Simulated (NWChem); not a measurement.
The numbers come from NWChem runs, not from measurements. System: F2Si, charge 0, spin multiplicity 1, at a geometry optimised with PBE/def2-SVP. The structure started from a generated list of species. Level: MP2/6-31+G* (spherical d), 7 core orbitals frozen.

The NWChem input:

```
start mol
memory heap 200 mb stack 900 mb global 1100 mb
geometry units angstroms nocenter noautoz
  Si     0.000000     0.000000     0.590612
  F     -1.266018     0.000000    -0.459365
  F      1.266018     0.000000    -0.459365
  symmetry group C2v
end
basis spherical
  * library 6-31+g*
end
scf
  rhf
  nopen 0
  maxiter 100
  thresh 1e-7
  semidirect memsize 60000000 filesize 0
end
mp2
  freeze core 7
end
task mp2 energy
```

Part of the output:

```
             Northwest Computational Chemistry Package (NWChem) 7.3.0
             --------------------------------------------------------

                                NWChem Input Module
                                -------------------

 Scaling coordinates for geometry "geometry" by  1.889725989
 (inverse scale =  0.529177249)

 Turning off AUTOSYM since
 SYMMETRY directive was detected!

                             Geometry "geometry" -> ""
                             -------------------------

 Output coordinates in angstroms (scale by  1.889725989 to convert to a.u.)

  No.       Tag          Charge          X              Y              Z
 ---- ---------------- ---------- -------------- -------------- --------------
    1 Si                  14.0000     0.00000000     0.00000000     0.59061200
    2 F                    9.0000    -1.26601800     0.00000000    -0.45936500
    3 F                    9.0000     1.26601800     0.00000000    -0.45936500

 Effective nuclear repulsion energy (a.u.)      98.0054281715

            Nuclear Dipole moment (a.u.)
            ----------------------------
        X                 Y               Z
 ---------------- ---------------- ----------------
     0.0000000000     0.0000000000    -0.0000037795

      Symmetry information
      --------------------

 Group name             C2v
 Group number             16
 Group order               4
 No. of unique centers     2

      Symmetry unique atoms

     1    2


 Summary of "ao basis" -> "" (spherical)
 ------------------------------------------------------------------------------
       Tag                 Description            Shells   Functions and Types
 ---------------- ------------------------------  ------  ---------------------
 *                          6-31+g*                   on all atoms

 Summary of "ao basis" -> "ao basis" (spherical)
 ------------------------------------------------------------------------------
       Tag                 Description            Shells   Functions and Types
 ---------------- ------------------------------  ------  ---------------------
 Si                         6-31+g*                 10       22   5s4p1d
 F                          6-31+g*                  8       18   4s3p1d

                                 NWChem SCF Module
                                 -----------------

  ao basis        = "ao basis"
  functions       =    58
  atoms           =     3
  closed shells   =    16
  open shells     =     0
  charge          =   0.00
  wavefunction    = RHF
  use symmetry    = T
  symmetry adapt  = T

 Summary of "ao basis" -> "ao basis" (spherical)
 ------------------------------------------------------------------------------
       Tag                 Description            Shells   Functions and Types
 ---------------- ------------------------------  ------  ---------------------
 Si                         6-31+g*                 10       22   5s4p1d
 F                          6-31+g*                  8       18   4s3p1d

      Symmetry analysis of basis
      --------------------------

        a1         24
        a2          6
        b1         18
        b2         10

 Forming initial guess at       0.0s

      Superposition of Atomic Density Guess
      -------------------------------------

 Sum of atomic energies:        -487.57428977

      Non-variational initial energy
      ------------------------------

 Total energy =    -487.710228
 1-e energy   =    -873.664540
[...]
    27     -0.179846  2 F  pz                45     -0.179846  3 F  pz

 Vector   17  Occ=0.000000D+00  E= 1.432576D-02  Symmetry=b2
              MO Center=  2.3D-15,  1.8D-15,  8.1D-01, r^2= 5.6D+00
   Bfn.  Coefficient  Atom+Function         Bfn.  Coefficient  Atom+Function
  ----- ------------  ---------------      ----- ------------  ---------------
    16      0.556108  1 Si py                12      0.425754  1 Si py
     8      0.422295  1 Si py                34     -0.174393  2 F  py
    52     -0.174393  3 F  py                 4     -0.155428  1 Si py

 Vector   18  Occ=0.000000D+00  E= 6.385122D-02  Symmetry=b1
              MO Center=  1.1D-16, -5.2D-17,  1.0D+00, r^2= 1.2D+01
   Bfn.  Coefficient  Atom+Function         Bfn.  Coefficient  Atom+Function
  ----- ------------  ---------------      ----- ------------  ---------------
    15      1.318623  1 Si px                 7      0.191821  1 Si px
    32      0.187579  2 F  s                 50     -0.187579  3 F  s
    33     -0.185782  2 F  px                51     -0.185782  3 F  px
    11     -0.165987  1 Si px

 Vector   19  Occ=0.000000D+00  E= 7.242109D-02  Symmetry=a1
              MO Center=  1.5D-17,  7.7D-16,  2.6D+00, r^2= 9.0D+00
   Bfn.  Coefficient  Atom+Function         Bfn.  Coefficient  Atom+Function
  ----- ------------  ---------------      ----- ------------  ---------------
    14      1.468001  1 Si s                 10     -1.111907  1 Si s
    17      1.011926  1 Si pz                13     -0.466694  1 Si pz

 center of mass
 --------------
 x =   0.00000000 y =   0.00000000 z =  -0.02666404

 moments of inertia (a.u.)
 ------------------
          63.435633835790           0.000000000000           0.000000000000
           0.000000000000         280.918203286829           0.000000000000
           0.000000000000           0.000000000000         217.482569451039

  Mulliken analysis of the total density
  --------------------------------------

    Atom       Charge   Shell Charges
 -----------   ------   -------------------------------------------------------
    1 Si  14    13.23   2.00  2.00  5.97  1.11  0.86  0.99  0.11  0.00  0.01  0.19
    2 F    9     9.38   2.00  0.92  3.28  1.07  2.17 -0.15  0.08  0.01
    3 F    9     9.38   2.00  0.92  3.28  1.07  2.17 -0.15  0.08  0.01

       Multipole analysis of the density wrt the origin
       ------------------------------------------------

     L   x y z        total         open         nuclear
     -   - - -        -----         ----         -------
     0   0 0 0     -0.000000      0.000000     32.000000

     1   1 0 0      0.000000      0.000000      0.000000
     1   0 1 0      0.000000      0.000000      0.000000
     1   0 0 1      0.676570      0.000000     -0.000004

     2   2 0 0    -19.565540      0.000000    103.026735
     2   1 1 0     -0.000000      0.000000      0.000000
     2   1 0 1     -0.000000      0.000000      0.000000
     2   0 2 0    -14.410440      0.000000      0.000000
     2   0 1 1      0.000000      0.000000      0.000000
     2   0 0 2    -17.919249      0.000000     31.003292

                   NWChem MP2 Semi-direct Energy/Gradient Module
                   ---------------------------------------------

  Basis functions       =     58
  Molecular orbitals    =     58
  Frozen core           =      7
  Frozen virtuals       =      0
  Active alpha occupied =      9
  Active beta occupied  =      9
  Active alpha virtual  =     42
  Active beta virtual   =     42
  Use MO symmetry       = T
  Use skeleton AO sym   = T

  AO/Fock/Back tols     =   1.0D-09  1.0D-09  1.0D-09

 GA uses MA = F    GA memory limited = T

 Available:
  local mem=  1.26D+08
 global mem=  1.44D+08
 local disk=  0.00D+00
  mp2_memr nvloc                    42
  nvloc new                    42
   1 passes of   9:        3145728                      16501                   2190664.
   1 passes of   9: M    126153863           G      144172472           F     123008135.

 Semi-direct pass number   1 of   1  for RHF alpha+beta  at        0.5s
  vrange nnbf                  1700
  mp2_eaftype                    10  avail_ma_in_mb                  1099
 EAF : mp2_eaftype filesize          10    1095332.
  mp2_eaf for mointskh                     10
Node 0 wrote      5.1 Mb in      0.0 s     Agg I/O rate:  1384.5 Mb/s
 Done moints_semi at        1.4s
  mp2_eaftype                    10  avail_ma_in_mb                  1089
 EAF : mp2_eaftype filesize          10    1095332.
  mp2_eaf for kh                    10
 Done maket at        1.5s
 Done multipass loop at        1.5s

          -------------------------------------------
          SCF energy                -487.892959879496
          Correlation energy          -0.432655669758
          Singlet pairs               -0.255365520149
          Triplet pairs               -0.177290149610
          Total MP2 energy          -488.325615549255
          -------------------------------------------

          ---------------------------------------------------
                    Spin Component Scaled (SCS) MP2
          Same spin pairs                     -0.118193433073
          Same spin scaling factor             0.333333333333
          Opposite spin pairs                 -0.314462236685
          Opposite spin scaling fact.          1.200000000000
          SCS-MP2 correlation energy          -0.416752495047
          Total SCS-MP2 energy              -488.309712374543
          ---------------------------------------------------

 -----------------------
 Performance information
 -----------------------

 Timer overhead =  1.36D-07 seconds/call

               Nr. of calls         CPU time (s)                 Wall time (s)                GFlops
             ---------------    -------------------     ------------------------------   -------------------
Name         Min   Avg   Max    Min     Avg     Max     Min     Avg     Max   Mx/calls   Min     Max     Sum
mp2: moin     1     1     1   0.96    0.96    0.96     0.96    0.96    0.96    0.96      0.0     0.0     0.0
mp2: make     1     1     1   5.61E-2 5.61E-2 5.61E-2  5.61E-2 5.61E-2 5.61E-2 5.61E-2   0.0     0.0     0.0
mp2: tota     1     1     1    1.0     1.0     1.0      1.0     1.0     1.0     1.0      0.0     0.0     0.0

 The average no. of pstat calls per process was 3.00D+00
 with a timing overhead of 4.09D-07s

 Task  times  cpu:        1.5s     wall:        1.5s

 Total times  cpu:        1.5s     wall:        1.5s
```
